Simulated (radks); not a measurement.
Valence configurations of Pt (all share [Xe]). Method: Dirac Kohn-Sham, PBE, spin-unpolarised, spherical densities, finite nucleus; open shells fill j = l - 1/2 first; Fermi nuclear charge, rms radius 5.427 fm; computed with a radial shooting solver on a logarithmic mesh with Libxc functionals. Energies are relative to 4f14 5d9 6s1; eigenvalues in eV.

\begin{tabular}{lrrrrrr}
valence & E (eV) & e(4f5/2) & e(4f7/2) & e(5d3/2) & e(5d5/2) & e(6p1/2) \\ \hline
4f14 5d9 6s1 & 0.000 & -71.714 & -68.260 & -6.928 & -5.603 & - \\
4f14 5d9.5 6s0.5 & 0.138 & -70.482 & -67.029 & -6.063 & -4.779 & - \\
4f14 5d9 6s0.5 6p0.5 & 2.257 & -72.554 & -69.101 & -7.753 & -6.417 & -1.671 \\
4f13.5 5d9 6s1 6p0.5 & 35.243 & -79.325 & -75.814 & -9.217 & -7.766 & -1.829 \\
4f13 5d9 6s1 6p1 & 74.030 & -87.155 & -83.586 & -11.568 & -9.989 & -2.383 \\
4f12.5 5d9 6s1 6p1.5 & 116.48 & -95.198 & -91.570 & -13.986 & -12.280 & -2.918 \\
4f12 5d9 6s1 6p2 & 162.72 & -103.45 & -99.759 & -16.471 & -14.638 & -3.440 \\
4f11 5d10 6s1 6p2 & 253.14 & -115.54 & -111.73 & -17.937 & -15.954 & -3.447 \\
4f11 5d9 6s2 6p2 & 260.33 & -119.23 & -115.42 & -20.447 & -18.373 & -3.891 \\
4f11 5d10 6p3 & 260.43 & -117.43 & -113.63 & -19.737 & -17.733 & -4.349 \\
\end{tabular}

NIST lists [Xe] 4f14 5d9 6s1 as the ground configuration; this level of theory agrees among the configurations tried. The energies are those of spherical spin-averaged densities, not of single terms.
